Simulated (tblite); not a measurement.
C5H5F3O2S.
Atom-mapped SMILES: `[CH2:1]=[CH:2]/[CH:3]=[CH:4]\[S:5](=[O:6])(=[O:7])[C:8]([F:9])([F:10])[F:11]` (hydrogens: H12, H13 on C1; H14 on C2; H15 on C3; H16 on C4)

Cartesian coordinates in Å at the GFN2-xTB level; atoms count from 1:
```xyz
16
C5H5F3O2S angstrom
C      2.7986    0.5752   -0.5447
C      1.5648    0.0798   -0.4687
C      1.0453   -0.4825    0.7528
C     -0.1863   -0.9530    0.9390
S     -1.4746   -0.9166   -0.2816
O     -2.5290   -1.7900    0.1182
O     -1.0012   -0.9629   -1.6288
C     -2.1359    0.8481   -0.0258
F     -3.1735    1.1089   -0.8042
F     -2.4985    1.0071    1.2482
F     -1.1715    1.7356   -0.2838
H      3.4610    0.5863    0.3066
H      3.1841    0.9905   -1.4593
H      0.9141    0.0725   -1.3291
H      1.7393   -0.5216    1.5866
H     -0.5443   -1.3683    1.8631
```

Level: GFN2-xTB in tblite, geometry and Hessian alike; calculated harmonic values, unscaled, isolated species. Errors from tens to a few hundred cm⁻¹ against measured bands are possible. One conformer, not necessarily the lowest.

Harmonic wavenumbers (cm⁻¹): 26.2, 34.8, 97.1, 125.6, 127.9, 149.0, 188.0, 234.9, 276.0, 305.1, 335.5, 356.4, 445.5, 472.2, 477.7, 487.6, 612.2, 619.7, 658.9, 726.0, 785.0, 901.6, 920.8, 935.1, 1021.5, 1070.2, 1072.2, 1093.7, 1122.1, 1160.0, 1215.4, 1252.0, 1284.6, 1304.3, 1398.0, 1631.4, 1648.0, 3021.7, 3092.6, 3115.4, 3131.4, 3143.4.

A = 1484, B = 750.3, C = 651.6 MHz; mass 185.996 u (most abundant isotopes); point group C1, symmetry number 1.

Q: Zero-point energy?

A: ½Σν̃ = 21038 cm⁻¹ = 60.15 kcal/mol.

Q: Give the ideal-gas entropy at 350 K and 1 bar in the rigid-rotor, harmonic-oscillator model (classical rotation).

A: Translation 42.39, rotation 30.95, vibration 44.88: S = 118.2 cal/(mol K).

Q: And Cp and H(350 K) − H(0)?

A: Cp = 48.04 cal/(mol K), of which vibrations give 40.09 (their classical limit is 42 R = 83.5); H(350 K) − H(0) = 10.50 kcal/mol without the zero-point energy, 7.72 from vibrations.

Q: What must be added to the electronic energy to get the Gibbs energy at 350 K and 1 bar?

A: ZPE + [H(350 K) − H(0)] − T·S = 60.15 + 10.50 − 41.38 = 29.27 kcal/mol.

Q: Which modes carry the vibrational entropy at 350 K?

A: 26.2 cm⁻¹: 6.42; 34.8 cm⁻¹: 5.85; 97.1 cm⁻¹: 3.83; 125.6 cm⁻¹: 3.32; 127.9 cm⁻¹: 3.29; 149.0 cm⁻¹: 2.99 cal/(mol K); the other 36 give 19.18 together.

Q: How do the functions run with temperature in this model?

A: 
```tsv
T (K)	S (cal/(mol K))	Cp (cal/(mol K))	H − H(0) (kcal/mol)	G − H(0) (kcal/mol)	ln q(vib)
100	76.5	22.2	1.51	-6.14	3.01
200	95.6	33.8	4.33	-14.79	6.53
300	111.2	43.6	8.21	-25.14	9.88
500	137.2	58.6	18.55	-50.07	16.06
800	167.8	70.9	38.19	-96.04	24.20
1000	184.2	75.7	52.89	-131.28	28.96
```

q(vib) and H(0) count from the zero-point level.

Q: Blend soft modes into free rotors: weight 1/[1 + (100 cm⁻¹/ν̃)⁴] for the oscillator and the rest for a rotor with moment μB/(μ + B), μ = h/(8π²ν), B = 10⁻⁴⁴ kg m². What vibrational entropy results?

A: 40.28 cal/(mol K) in place of 44.88, which changes −T·S at 350 K by +1.61 kcal/mol.

Hindered rotation and anharmonicity are outside this model. Other conformers, if any are populated, would add a mixing term that is left out. The structure is chiral; the term R ln 2 for an equal mix with its mirror image is left out.
